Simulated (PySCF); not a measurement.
C3H3F4, SMILES F[CH]CC(F)(F)F, multiplicity 2.

The structure is a stationary point at B3LYP-D3(BJ)/def2-SVP. The isomer is the one that the SMILES or the coordinates give; other isomers of the formula were not compared. Other conformers were not sampled.

Level of theory: PBE/def2-TZVP (PySCF).

Isolated molecule, no solvent.

**Question.** Estimate the frontier levels, dipole moment and polarisability. (Estimate from the structure and the level; the computed values follow.)

**Answer.** 
The α spin, highest occupied and lowest empty level comes out as -4.99 and 0.58 eV and the β spin, highest occupied and lowest empty level comes out as -8.83 and -2.91 eV. The dipole moment comes out as 1.86 D and the quadrupole, principal values (traceless, Buckingham form, about the centre of nuclear charge) comes out as -5.60, 2.37, 3.23 D·Å. The mean static polarisability is 40.2 bohr³ (5.96 Å³) and the polarisability, principal values comes out as 36.6, 38.8, 45.2 bohr³. The ⟨S²⟩ is 0.753 (pure state 0.75).
